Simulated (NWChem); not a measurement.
Species: diphosphane (P₂H₄); SMILES PP

Computed with NWChem. Pople sets run with spherical d functions. The level has its own optimisation; frequencies are unscaled.

Question: What does the run give for B3LYP/6-31G*? Quantities: r P–P (Å); r H–P (Å); highest harmonic frequency (cm⁻¹); lowest (cm⁻¹); zero-point energy (kcal/mol).

Answer: 
* **r P–P (Å)**: 2.267
* **r H–P (Å)**: 1.426
* **highest harmonic frequency (cm⁻¹)**: 2408
* **lowest (cm⁻¹)**: 100
* **zero-point energy (kcal/mol)**: 22.2
